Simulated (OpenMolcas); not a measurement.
**Levels of Kr5+ by method**

| Quantity | Value |
| --- | --- |
| Program | OpenMolcas 26.06 |
| Basis | ANO-R2 [6s5p4d3f1g] |
| Scalar Hamiltonian | X2C, finite nucleus |
| Active space | 3 electrons in 9 orbitals (RAS2 4s 4p; RAS3 4d, at most 2 electrons) |
| State averaging | 2S+1 = 4 odd, 1 root; 2S+1 = 2 odd, 11 roots; 2S+1 = 4 even, 3 roots; 2S+1 = 2 even, 9 roots |
| Spin-orbit coupling | state interaction with AMFI integrals over the reference wave functions, term energies averaged over their components |

Methods on the same reference wave functions:
A. RASSCF
B. SS-RASPT2, IPEA 0.25 Eh, imaginary shift 0.1 Eh (closed shells correlated: 3d)
C. MS-RASPT2, IPEA 0.25 Eh, imaginary shift 0.1 Eh (closed shells correlated: 3d)

Energies in eV above 4s2 4p 2P* 1/2, the measured ground level; measured values from Saloman, J. Phys. Chem. Ref. Data 36, 215 (2007).

```
         Level        A       B       C  Measured
4s2 4p 2P* 1/2   0.0000  0.0000  0.0000    0.0000
4s2 4p 2P* 3/2   0.9141   0.914   0.917    1.0055
 4s 4p2 4P 1/2  12.7278  13.214  13.224   13.3700
 4s 4p2 4P 3/2  13.0953  13.587  13.597   13.7862
 4s 4p2 4P 5/2  13.5878  14.075  14.085   14.3176
 4s 4p2 2D 3/2  17.3094  17.401  17.411   17.5651
 4s 4p2 2D 5/2  17.3949  17.495  17.505   17.6959
 4s 4p2 2S 1/2  21.2909  20.976  20.986   21.0877
 4s 4p2 2P 1/2  22.7305  22.137  22.147   22.3592
 4s 4p2 2P 3/2  23.1833  22.527  22.537   22.7904
```

Deviations, from unrounded energies. A percentage is the sum of absolute deviations over the sum of measured energies, with the sign that they share, or ± where signs differ.

| Against measurement | Levels | A | B | C |
| --- | --- | --- | --- | --- |
| mean absolute deviation (cm-1) | 9 | 3300 | 1500 | 1400 |
| fine structure of the ground term (%) | 1 | -9.1 | -9.1 | -8.8 |
| other configurations (%) | 8 | ±2.5 | -1.1 | -1.0 |

C lies closest to measurement on these levels and A furthest from it. The largest miss of C in the table is 4s 4p2 2P 3/2, by -2000 cm-1. The ranking rests on the paired levels alone, and a cruder setting can come out closer through cancelling errors.

Between B and C the level of the table that moves most is 4s 4p2 2D 3/2, by 82 cm-1 (lowest in B, highest in C). Moves below CASPT2's spread within the term are not significant.

The lowest spin-free term lies below A's lowest term by 0.433 hartree in B, 0.433 hartree in C.

Term energies are means over components that CASPT2 splits; among the terms shown or strongly mixed into the levels shown the widest spread is 54 cm-1 (4s 4p2 2D, C). Active for correlation alone: 4d; no level in the range computed is led by a configuration that fills it, so any true level of that kind is missing. Measured partners are found by configuration, term and J. A level has none where our copy of the source lacks it or the pairing is in doubt (some pairs that miss far off the trend of their configuration count as doubtful), and it then counts in no deviation. Only configurations of the active space appear. The table leaves out levels that lie high or whose names do not pair safely across all columns.

* marks odd parity.
